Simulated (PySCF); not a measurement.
A structure optimised at B3LYP-D3(BJ)/def2-SVP, used in a PySCF frequency run:

```
In
Cl 1 2.3528
I 1 2.6741 2 118.74
I 1 2.6741 2 118.74 3 180.00
```
Charge 0, spin multiplicity 1.

Question: Write its SMILES, formula and point group.

Answer: [Cl][In]([I])[I], ClI₂In, C2v

Question: What are its rotational constants (standard atomic weights)?

Answer: 1.0758, 0.36220, 0.27097 GHz
